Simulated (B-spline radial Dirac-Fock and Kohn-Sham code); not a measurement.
## Two-hole binding energies of Lu³⁺

System: lutetium as Lu³⁺, configuration [Xe] 4f14.

Level of theory: ΔSCF Dirac-Fock with Breit, self-energy and vacuum polarisation, finite nucleus, configuration average; an atomic code on a B-spline grid. U is the two-hole binding energy less the two single-hole energies, the effective repulsion of the holes after relaxation. Each two-hole energy is an average over J within one jj subconfiguration.

```
          holes  E(a) (eV)  E(b) (eV)  E(ab) (eV)  U (eV)
           1s⁻²    63346.2    63346.2    127996.5  1304.1
   1s⁻¹ 3p1/2⁻¹    63346.2     2303.4     65760.7   111.1
   2s⁻¹ 2p1/2⁻¹    10913.7    10386.1     21495.1   195.3
   2s⁻¹ 2p3/2⁻¹    10913.7     9281.2     20377.7   182.9
        2p3/2⁻²     9281.2     9281.2     18781.5   219.1
   2s⁻¹ 3p3/2⁻¹    10913.7     2064.5     13056.4    78.2
   2s⁻¹ 3d5/2⁻¹    10913.7     1625.9     12625.7    86.1
2p3/2⁻¹ 3d3/2⁻¹     9281.2     1676.9     11049.2    91.1
2p3/2⁻¹ 3d5/2⁻¹     9281.2     1625.9     10992.4    85.3
3p1/2⁻¹ 3p3/2⁻¹     2303.4     2064.5      4423.0    55.0
        3d3/2⁻²     1676.9     1676.9           ?       ?
        4d3/2⁻²      244.5      244.5       514.8    25.8
        5p1/2⁻²      68.84      68.84       154.5    16.8
        4f7/2⁻²      41.29      41.29       105.6    23.0
```

Question: Give the missing two-hole energy and U.

Answer: E(ab) = 3419.6 eV and U = 65.7 eV.

Values without a named source are computed, but for edge energies of neutral atoms, which are taken from tables.
